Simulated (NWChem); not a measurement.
System: C3H3BF2; SMILES C1(F)=CCB1F

NWChem printed, in part:

```
             Northwest Computational Chemistry Package (NWChem) 7.3.0
             --------------------------------------------------------

 C1  symmetry detected

                             Geometry "geometry" -> ""
                             -------------------------

 Output coordinates in angstroms (scale by  1.889725989 to convert to a.u.)

  No.       Tag          Charge          X              Y              Z
 ---- ---------------- ---------- -------------- -------------- --------------
    1 F                    9.0000    -1.16413438     1.70034312     0.00617823
    2 B                    5.0000    -0.22226030     0.78411968    -0.00841959
    3 C                    6.0000     1.37745938     0.81814548    -0.00809720
    4 C                    6.0000     1.19225412    -0.69835744     0.01260517
    5 C                    6.0000    -0.15788527    -0.76288502    -0.00482848
    6 F                    9.0000    -0.95379280    -1.81381066    -0.00232663
    7 H                    1.0000     1.87689283     1.21165481    -0.90912291
    8 H                    1.0000     1.87585426     1.23935046     0.88100035
    9 H                    1.0000     1.94892964    -1.49181389     0.03747925

 Effective nuclear repulsion energy (a.u.)     201.8087658191

                                 NWChem DFT Module
                                 -----------------

 Summary of "ao basis" -> "ao basis" (spherical)
 ------------------------------------------------------------------------------
       Tag                 Description            Shells   Functions and Types
 ---------------- ------------------------------  ------  ---------------------
 F                         def2-tzvp                11       31   5s3p2d1f
 B                         def2-tzvp                11       31   5s3p2d1f
 C                         def2-tzvp                11       31   5s3p2d1f
 H                         def2-tzvp                 4        6   3s1p

            General Information
            -------------------
          SCF calculation type: DFT
          Wavefunction type:  closed shell.
          No. of atoms     :     9
          No. of electrons :    44
           Alpha electrons :    22
            Beta electrons :    22
          Charge           :     0
          Spin multiplicity:     1
          Use of symmetry is: off; symmetry adaption is: off
          Maximum number of iterations: 150
          AO basis - number of functions:   204
                     number of shells:    78
          Convergence on energy requested:  1.00D-06
          Convergence on density requested:  1.00D-05
          Convergence on gradient requested:  5.00D-04

              XC Information
              --------------
                         PBE0 Method XC Functional
                     Hartree-Fock (Exact) Exchange  0.250
          PerdewBurkeErnzerhof Exchange Functional  0.750
            Perdew 1991 LDA Correlation Functional  1.000 local
           PerdewBurkeErnz. Correlation Functional  1.000 non-local

             Grid Information
             ----------------
          Grid used for XC integration:  medium
          Radial quadrature: Mura-Knowles
          Angular quadrature: Lebedev.
          Tag              B.-S. Rad. Rad. Pts. Rad. Cut. Ang. Pts.
          ---              ---------- --------- --------- ---------
          F                   0.50       49          12.0       434
          B                   0.85       49          10.0       434
          C                   0.70       49          10.0       434
          H                   0.35       45          11.0       434
          Grid pruning is: on
          Number of quadrature shells:   429
          Spatial weights used:  Erf1

      Superposition of Atomic Density Guess
      -------------------------------------

 Sum of atomic energies:        -337.88428179

      Non-variational initial energy
      ------------------------------

 Total energy =    -340.843722
 1-e energy   =    -864.184221
 2-e energy   =     321.531733
 HOMO         =      -0.295569
 LUMO         =      -0.026525

------------------------------------------------------------
EAF file 0: "./job.aoints.0" size=808452096 bytes
------------------------------------------------------------
               write      read    awrite     aread      wait
               -----      ----    ------     -----      ----
     calls:     1542         0         0         0         0
   data(b): 8.08e+08  0.00e+00  0.00e+00  0.00e+00
   time(s): 0.00e+00  0.00e+00  0.00e+00  0.00e+00  0.00e+00
rate(mb/s): 0.00e+00  0.00e+00
------------------------------------------------------------

     ---------------------------------------------
      Total Density - Mulliken Population Analysis
     ---------------------------------------------

    Atom       Charge   Shell Charges
 -----------   ------   -------------------------------------------------------
    1 F    9     9.42   0.77  1.20  0.61  0.99  0.34  2.35  2.31  0.83  0.00  0.01  0.00
    2 B    5     4.21   0.92  1.06  0.55  0.31  0.06  0.69  0.43  0.05  0.08  0.04  0.03
    3 C    6     6.59   0.86  1.12  0.55  0.69  0.10  1.26  1.50  0.44  0.01  0.05  0.00
    4 C    6     6.12   0.86  1.12  0.57  0.62  0.09  1.16  1.27  0.36  0.02  0.05  0.01
    5 C    6     5.82   0.86  1.12  0.56  0.61  0.14  1.04  1.14  0.22  0.03  0.09  0.02
    6 F    9     9.33   0.77  1.20  0.61  1.00  0.31  2.31  2.30  0.82  0.00  0.01  0.00
    7 H    1     0.84   0.24  0.45  0.13  0.02
    8 H    1     0.84   0.24  0.45  0.13  0.02
    9 H    1     0.83   0.23  0.45  0.13  0.02

   convergence    iter        energy       DeltaE   RMS-Dens  Diis-err
 ---------------- ----- ----------------- --------- --------- ---------
 d= 0,ls=0.0,diis     1   -340.3503859749 -5.42D+02  4.75D-03  9.53D-01
 d= 0,ls=0.0,diis     2   -340.3468439470  3.54D-03  2.25D-03  1.15D+00
 d= 0,ls=0.0,diis     3   -340.4338410883 -8.70D-02  5.30D-04  8.48D-02
 d= 0,ls=0.0,diis     4   -340.4398722918 -6.03D-03  1.47D-04  2.01D-03
 d= 0,ls=0.0,diis     5   -340.4400140678 -1.42D-04  6.02D-05  4.25D-04
  Resetting Diis
 d= 0,ls=0.0,diis     6   -340.4400636004 -4.95D-05  1.59D-05  2.58D-05
 d= 0,ls=0.0,diis     7   -340.4400660779 -2.48D-06  1.49D-05  6.36D-06
 d= 0,ls=0.0,diis     8   -340.4400646992  1.38D-06  1.00D-05  1.76D-05
 d= 0,ls=0.0,diis     9   -340.4400668028 -2.10D-06  1.03D-06  1.46D-07
 d= 0,ls=0.0,diis    10   -340.4400668206 -1.78D-08  1.55D-07  2.26D-09

         Total DFT energy =     -340.440066820601
      One electron energy =     -867.949749796813
           Coulomb energy =      367.771273426719
    Exchange-Corr. energy =      -42.070356269636
 Nuclear repulsion energy =      201.808765819129

 Numeric. integr. density =       44.000007473637

                       DFT Final Molecular Orbital Analysis
                       ------------------------------------

 Vector   20  Occ=2.000000D+00  E=-3.609350D-01
              MO Center=  5.3D-01, -3.0D-01,  1.1D-04, r^2= 2.8D+00
   Bfn.  Coefficient  Atom+Function         Bfn.  Coefficient  Atom+Function
  ----- ------------  ---------------      ----- ------------  ---------------
    35      0.208598  2 B  s                200      0.173857  9 H  s
    34      0.170757  2 B  s                 99      0.164724  4 C  px
   130     -0.154077  5 C  px                98     -0.150841  4 C  s
   100     -0.150246  4 C  py                68     -0.142432  3 C  px
   161      0.135230  6 F  px               162     -0.128860  6 F  py

 Vector   21  Occ=2.000000D+00  E=-3.270983D-01
              MO Center=  2.0D-01,  3.7D-01, -5.0D-03, r^2= 2.7D+00
   Bfn.  Coefficient  Atom+Function         Bfn.  Coefficient  Atom+Function
  ----- ------------  ---------------      ----- ------------  ---------------
    68      0.242872  3 C  px                71      0.197663  3 C  px
    37     -0.183291  2 B  px               131      0.165994  5 C  py
    38     -0.161317  2 B  py               162     -0.152871  6 F  py
    74      0.149464  3 C  px                 6      0.144136  1 F  px
     7      0.137159  1 F  py                41     -0.135238  2 B  py

 Vector   22  Occ=2.000000D+00  E=-2.866790D-01
              MO Center=  5.5D-01, -4.5D-01, -2.6D-03, r^2= 2.6D+00
   Bfn.  Coefficient  Atom+Function         Bfn.  Coefficient  Atom+Function
  ----- ------------  ---------------      ----- ------------  ---------------
   101      0.254336  4 C  pz               132      0.246982  5 C  pz
   104      0.233133  4 C  pz               135      0.230428  5 C  pz
   163     -0.194347  6 F  pz               166     -0.158346  6 F  pz
   107      0.157284  4 C  pz               169     -0.134051  6 F  pz
   188      0.121880  7 H  s                194     -0.119826  8 H  s

 Vector   23  Occ=0.000000D+00  E=-5.110392D-02
              MO Center=  3.6D-01, -4.2D-02, -4.2D-03, r^2= 2.9D+00
   Bfn.  Coefficient  Atom+Function         Bfn.  Coefficient  Atom+Function
  ----- ------------  ---------------      ----- ------------  ---------------
   107      0.492714  4 C  pz                42     -0.299256  2 B  pz
    39     -0.287729  2 B  pz               101      0.282421  4 C  pz
   104      0.259185  4 C  pz               138     -0.233759  5 C  pz
    45     -0.203418  2 B  pz                76     -0.201510  3 C  pz
   132     -0.148487  5 C  pz               135     -0.148520  5 C  pz

[...]
```

Level: PBE0/def2-TZVP. The geometry was optimised at PBE0/def2-SVP.

Task: Reconstruct the input file.

Result: One answer among several that fit: the input that was run:
```
start job
memory heap 200 mb stack 900 mb global 1100 mb
geometry units angstroms noautoz
  F     -1.099805     1.737190     0.005753
  B     -0.191701     0.787481    -0.008572
  C      1.408202     0.763592    -0.007779
  C      1.168231    -0.745215     0.012862
  C     -0.183354    -0.760840    -0.004969
  F     -1.016773    -1.782274    -0.002706
  H      1.921814     1.138764    -0.908656
  H      1.921252     1.166490     0.881467
  H      1.895689    -1.565535     0.037955
end
basis spherical
  * library def2-tzvp
end
dft
  xc pbe0
  iterations 150
  semidirect filesize 400000000
  mulliken
end
task dft energy
```
